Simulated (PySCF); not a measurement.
# Electric field gradients and quadrupole coupling constants

Species: C5H9FO2Si.
Structure used (GFN2-xTB), in Å, numbered top down from 1:
```xyz
18
C5H9FO2Si angstrom
C     -1.9107   -1.5766   -0.6222
C     -1.5915   -0.4033    0.2556
O     -2.0410   -0.2768    1.3706
Si    -0.4264    0.9603   -0.4895
C     -0.0017    2.1900    0.9256
O      1.1255    2.4716    1.2441
C      1.2191    0.1794   -1.1238
C      2.0533   -0.4834   -0.0381
F      0.8970   -0.7739   -2.0944
H     -0.9897   -2.0391   -0.9693
H     -2.5244   -2.3035   -0.0951
H     -2.4394   -1.2170   -1.5027
H     -1.1341    1.6426   -1.5776
H     -0.8523    2.6401    1.4745
H      1.8261    0.9215   -1.6549
H      2.9392   -0.9448   -0.4703
H      2.3630    0.2709    0.6793
H      1.4792   -1.2516    0.4765
```

Field gradients from the PBE0/pcSseg-1 density (PySCF, non-relativistic), principal values in atomic units, ordered |Vxx| ≤ |Vyy| ≤ |Vzz|:

```
atom     Vxx     Vyy      Vzz
  O3  0.4411  1.6345  -2.0756
  O6  0.3825  1.8325  -2.2151
```

Task: Find the asymmetry η = (Vxx − Vyy)/Vzz and the couplings χ = eQV/h (234.96 MHz × Q in barn × V in au), with Q(17O) = −0.0256 b.

Result: 
```
atom      environment  nucleus     η  χzz (MHz)  χxx (MHz)  χyy (MHz)
  O3  carbonyl oxygen      17O  0.57      12.49      -2.65      -9.83
  O6  carbonyl oxygen      17O  0.65      13.32      -2.30     -11.02
```

The tensor is traceless: Vxx + Vyy + Vzz = 0.

Task: What is Vzz at O6 in SI units (1 au = 9.71736 × 10²¹ V/m²)?

Result: -2.2151 au = -21.524 × 10²¹ V/m².

Task: What couplings would deuterons (Q(2H) = 0.00286 b) have in place of the hydrogens, at this geometry?

Result: 
```json
{"atom": "H10", "bonded to": "C1", "bond length (Å)": "1.087", "Vzz (au)": "0.3086", "η": "0.04", "χzz (kHz)": "207"}
{"atom": "H11", "bonded to": "C1", "bond length (Å)": "1.088", "Vzz (au)": "0.3121", "η": "0.01", "χzz (kHz)": "210"}
{"atom": "H12", "bonded to": "C1", "bond length (Å)": "1.088", "Vzz (au)": "0.3127", "η": "0.04", "χzz (kHz)": "210"}
{"atom": "H13", "bonded to": "Si4", "bond length (Å)": "1.466", "Vzz (au)": "0.1598", "η": "0.01", "χzz (kHz)": "107"}
{"atom": "H14", "bonded to": "C5", "bond length (Å)": "1.108", "Vzz (au)": "0.2689", "η": "0.01", "χzz (kHz)": "181"}
{"atom": "H15", "bonded to": "C7", "bond length (Å)": "1.096", "Vzz (au)": "0.2889", "η": "0.07", "χzz (kHz)": "194"}
{"atom": "H16", "bonded to": "C8", "bond length (Å)": "1.088", "Vzz (au)": "0.3125", "η": "0.03", "χzz (kHz)": "210"}
{"atom": "H17", "bonded to": "C8", "bond length (Å)": "1.086", "Vzz (au)": "0.3082", "η": "0.02", "χzz (kHz)": "207"}
{"atom": "H18", "bonded to": "C8", "bond length (Å)": "1.088", "Vzz (au)": "0.3118", "η": "0.04", "χzz (kHz)": "209"}
```

The structure is a single GFN2-xTB conformer in the gas phase; no vibrational or solvent corrections. GFN2-xTB bond lengths can be off by several hundredths of an ångström, more for odd bonds, and the gradients follow them. The small basis limits the accuracy of the gradients.

The run behind these numbers computed NMR shieldings as well. The run took 60 s on Arm Neoverse N1, one thread, no GPU, on a shared host, and the process peaked at 0.93 GiB of memory.
